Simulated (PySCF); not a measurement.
## From computed data to an observable: chemical shift, span and skew from a shielding tensor

H4OSeSi, SMILES O[Se][SiH3]. Atoms are numbered in the order given.

```xyz
7

Se     0.1107    -0.2900     0.6392
O      0.8658    -1.3637    -0.6616
H      1.7866    -1.0637    -0.7207
Si    -0.7025     1.2253    -0.8705
H     -1.4194     2.2644    -0.0713
H     -1.6376     0.5656    -1.8251
H      0.4172     1.8492    -1.6359
```

Geometry: r2SCAN-D4/def2-SVP. One conformer was computed; it need not be the lowest.

GIAO shieldings from PySCF with HF/pcSseg-1, non-relativistic, no solvent. The symmetric part of the tensor of Se1 has the principal values -483.1, 793.2, 2739.4 ppm. The same nucleus in Me2Se has σ = 1942.8 ppm at this level (PySCF, at its B3LYP-D3(BJ)/def2-TZVP geometry).

**Question.** Work out the isotropic shielding, the ⁷⁷Se shift against Me2Se, the span and the skew.

**Answer.** 
σ(iso) = (σ11 + σ22 + σ33)/3 = 1016.5 ppm. δ = σ(ref) − σ(iso) = 1942.8 − (1016.5) = 926.3 ppm.
Span Ω = σ33 − σ11 = 3222.5 ppm. Skew κ = 3(σ(iso) − σ22)/Ω = 0.21. Tumbling in solution averages the tensor to δ; in a static solid the shielding alone would spread this spin-1/2 line over Ω.
